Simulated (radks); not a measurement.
Question: The table gives one normalised radial function P(r) = r R(r) of Rb17+ in [Ar] 4s2 (r in bohr). Method: scalar-relativistic Kohn-Sham, PBE, spin-polarised, spherical densities, point nucleus; computed with a radial shooting solver on a logarithmic mesh with Libxc functionals.

| r | P |
|---|---|
| 0.001967 | 0.0000 |
| 0.002501 | 0.0000 |
| 0.003179 | 0.0000 |
| 0.004074 | 0.0001 |
| 0.005179 | 0.0002 |
| 0.006637 | 0.0004 |
| 0.008437 | 0.0007 |
| 0.01081 | 0.0015 |
| 0.01374 | 0.0029 |
| 0.01747 | 0.0056 |
| 0.02239 | 0.0111 |
| 0.02846 | 0.0210 |
| 0.03648 | 0.0400 |
| 0.04637 | 0.0731 |
| 0.05895 | 0.1297 |
| 0.07554 | 0.2267 |
| 0.09603 | 0.3730 |
| 0.1231 | 0.5912 |
| 0.1564 | 0.8660 |
| 0.1989 | 1.1748 |
| 0.2548 | 1.4596 |
| 0.324 | 1.6058 |
| 0.4151 | 1.5271 |
| 0.5278 | 1.2138 |
| 0.6763 | 0.7599 |
| 0.8597 | 0.3664 |
| 1.093 | 0.1252 |
| 1.401 | 0.0259 |
| 1.78 | 0.0032 |
| 2.282 | 0.0002 |
| 2.9 | 0.0000 |

Which n and l does it have? It may be an empty orbital.

Answer: n = 3, l = 2: the number of nodes gives n - l - 1 = 0, the rise at small r (about r^(l+1), flatter next to the nucleus through relativity) gives l, and the extent must fit the shell. The curve is that of 3d. 3d (empty): eigenvalue -668.89 eV, 0 radial nodes, <r> = 0.411 bohr, 90 % of the charge inside 0.634 bohr.
